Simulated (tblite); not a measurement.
Compound: C3H2BrN3.
SMILES with atom numbers: `[Br:1][c:2]1[n:3][cH:4][n:5][cH:6][n:7]1` (hydrogens: H8 on C4; H9 on C6)

Computed with GFN2-xTB (tblite), gas phase: L-BFGS steps from a force-field or distance-geometry start until the largest atomic force falls under 0.01 eV/Å.

Step 1: E = -551.6562 eV
```
atom  x, y, z in Å  |  force x, y, z in eV/Å
Br1     3.1621   -0.1602    0.0157   -1.289   0.104  -0.016
C2      1.2062   -0.0470   -0.0021   -0.600   0.007   0.079
N3      0.5274   -1.1886   -0.0260    0.406  -0.043  -0.091
C4     -0.7987   -1.1035   -0.0402    0.104   0.236   0.150
N5     -1.4337    0.0640   -0.0048   -0.320   0.098  -0.081
C6     -0.6938    1.1678    0.0203    0.178  -0.076   0.038
N7      0.6392    1.1554    0.0258    0.233  -0.281  -0.056
H8     -1.4002   -2.0573   -0.0582    0.763   1.190   0.002
H9     -1.1950    2.1753    0.0442    0.526  -1.235  -0.024
```

Step 2: E = -551.7539 eV
```
atom  x, y, z in Å  |  force x, y, z in eV/Å
Br1     3.1355   -0.1580    0.0154   -1.033   0.093  -0.012
C2      1.1874   -0.0486   -0.0004    0.435   0.047   0.034
N3      0.5363   -1.1887   -0.0280   -0.228  -0.271  -0.044
C4     -0.7890   -1.0906   -0.0367   -0.187  -0.069   0.064
N5     -1.4428    0.0672   -0.0066    0.204  -0.030  -0.031
C6     -0.6863    1.1588    0.0211   -0.027   0.105   0.005
N7      0.6445    1.1504    0.0245   -0.189   0.023  -0.009
H8     -1.3869   -2.0362   -0.0582    0.635   0.951   0.009
H9     -1.1853    2.1518    0.0438    0.390  -0.848  -0.017
```

**Question.** Estimate the geometry and energy of step 3. (The exact step hangs on the optimiser's Hessian estimate; all steps are aligned on step 2, rigid shifts and turns removed.)

**Answer.** E = -551.8337 eV, largest force 0.684 eV/Å
```
atom  x, y, z in Å  |  force x, y, z in eV/Å
Br1     3.0880   -0.1538    0.0148   -0.496   0.064  -0.005
C2      1.1794   -0.0503    0.0019    0.679  -0.073  -0.029
N3      0.5372   -1.1954   -0.0309   -0.187  -0.010   0.033
C4     -0.7796   -1.0753   -0.0320   -0.303  -0.212  -0.042
N5     -1.4463    0.0697   -0.0089    0.372  -0.061   0.035
C6     -0.6778    1.1479    0.0217   -0.195   0.056  -0.037
N7      0.6437    1.1482    0.0232   -0.064   0.011   0.040
H8     -1.3623   -1.9985   -0.0581    0.173   0.249   0.008
H9     -1.1688    2.1135    0.0431    0.021  -0.025  -0.002
```

The energy changes by -0.0798 eV. The first-order estimate −F·Δx gives -0.1336 eV and the mean of the old and new forces, exact on a quadratic surface, -0.0784 eV. The step makes an angle of 32° with the force vector and moves no atom by more than 0.048 Å.

The cost below is that of the whole relaxation. The run took under 0.1 s on one thread of an Arm Neoverse V1 (shared host).
